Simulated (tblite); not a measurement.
Compound: C6H4S (charge +1 and doublet state).
InChI=1S/C6H4S/c1-2-6-4-3-5-7-6/h1,3-5H/q+1

Computed geometry: GFN2-xTB, gas phase. This method treats the open shell by occupation alone, without spin polarisation.

Take the most abundant isotopes and a rigid rotor. 

(1) Give the principal moments of inertia and the rotational constants in GHz.

(2) Classify the top.

(3) What does the inertial defect say?

(4) Give the coordinates in the principal-axis frame, origin at the centre of mass.

(5) Estimate the classical rotational partition function at 50 K, 298.15 K and 500 K.

Answers

(1) Ia = 97.74, Ib = 275.89, Ic = 373.64 u·Å²; 505379 MHz·u·Å²/I gives 5170, 1832 and 1353 MHz, that is A = 5.1704, B = 1.8318, C = 1.3526 GHz.

(2) An asymmetric top: κ = (2 × 1832 − 5170 − 1353)/(5170 − 1353) = -0.75.

(3) Planar: Δ = Ic − Ia − Ib = 0.00 u·Å². For a rigid frame Δ = −2 Σ m c², so it vanishes when all atoms lie in the ab plane; here none is more than 0.01 Å from it.

(4) The sense of each axis is arbitrary; atoms in the order of the calculation.
```json
{"atom": "C1", "mass (u)": "12.000", "a (Å)": "3.068", "b (Å)": "-0.002", "c (Å)": "0.000"}
{"atom": "C2", "mass (u)": "12.000", "a (Å)": "1.858", "b (Å)": "-0.132", "c (Å)": "0.001"}
{"atom": "C3", "mass (u)": "12.000", "a (Å)": "0.492", "b (Å)": "-0.262", "c (Å)": "0.000"}
{"atom": "C4", "mass (u)": "12.000", "a (Å)": "-0.264", "b (Å)": "-1.438", "c (Å)": "-0.001"}
{"atom": "C5", "mass (u)": "12.000", "a (Å)": "-1.621", "b (Å)": "-1.188", "c (Å)": "0.000"}
{"atom": "C6", "mass (u)": "12.000", "a (Å)": "-1.922", "b (Å)": "0.187", "c (Å)": "0.001"}
{"atom": "S7", "mass (u)": "31.972", "a (Å)": "-0.574", "b (Å)": "1.179", "c (Å)": "-0.001"}
{"atom": "H8", "mass (u)": "1.008", "a (Å)": "4.119", "b (Å)": "0.094", "c (Å)": "-0.001"}
{"atom": "H9", "mass (u)": "1.008", "a (Å)": "0.185", "b (Å)": "-2.416", "c (Å)": "-0.001"}
{"atom": "H10", "mass (u)": "1.008", "a (Å)": "-2.382", "b (Å)": "-1.950", "c (Å)": "-0.001"}
{"atom": "H11", "mass (u)": "1.008", "a (Å)": "-2.914", "b (Å)": "0.605", "c (Å)": "0.004"}
```

(5) Point group Cs, symmetry number σ = 1; q = (√π/σ)·√((kT/h)³/(ABC)), k/h = 20836.6 MHz/K: 16700 at 50 K, 242000 at 298.15 K, 527000 at 500 K.

For this open shell read J as N, the rotation without spin; fine and hyperfine splittings come on top. Its GFN2-xTB frequencies are all real (lowest 127 cm⁻¹). Zero-point vibration and centrifugal distortion are left out.

Time: 0.14 s. Hardware: one thread of an Arm Neoverse V1, no GPU, shared host with 32 logical CPUs at a one-minute load of 26. That covers the optimisation of the geometry.
